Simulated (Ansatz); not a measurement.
**Pulling the pair apart**

The pair of HBr (SMILES Br, atoms 1–2) and H₂ (SMILES [H][H], atoms 3–4), both closed shells, in one local arrangement (a lower one may exist), relaxed at PBE0-D4/def2-TZVP:

```
4
angstrom
Br -0.2638 -0.7185 -1.7660
H 0.2406 0.6070 -1.8508
H -0.0419 -0.0886 1.4682
H 0.0650 0.2002 2.1485
```

H₂ is shifted rigidly along the line between the mean atom positions of the two fragments (negative: closer). Counterpoise interaction energies in kJ/mol. Computed with Ansatz 0.2.0 (basis: def2-TZVPPD); correlated methods freeze the cores. Filled d shells of the heavier atoms are correlated. The def2 sets are not built for correlating such inner shells, so the correlated values are less sure here.

```
shift (Å)  PBE0-D4  r2SCAN-D4  PBE-D4
    -0.33     -0.8        0.6    -1.3
    -0.17     -1.4       -0.1    -1.8
     0.00     -1.6       -0.5    -2.0
     0.17     -1.6       -0.6    -1.9
     0.40     -1.4       -0.6    -1.6
     0.83     -0.9       -0.4    -1.1
     1.65     -0.3       -0.2    -0.4
     3.30      0.0        0.0     0.0
```

Task: What does CCSD(T) give at these shifts? (An estimate is asked for; the value comes from the calculation.)

Result: The calculation gives: 0.5, -0.4, -0.8, -0.9, -0.9, -0.7, -0.3, -0.1 kJ/mol. For zero shift, CCSD(T) at an estimated basis limit (MP2 extrapolated from triple and quadruple zeta, plus CCSD(T) − MP2 in triple zeta) gives -1.1 kJ/mol. These are counterpoise interaction energies, counted from the two frozen fragments.

No T1 diagnostic of these runs exceeds 0.006.

For scale, one of the runs: CCSD(T)/def2-TZVPPD, 108 basis functions, launched by `ansatz run in.yaml --threads 2 --pin off --events-out ev --progress --plain --max-ram 5222MiB`. Hardware: 2 CPU threads of an Arm Neoverse V1, shared host. Wall time about 4.1 s.
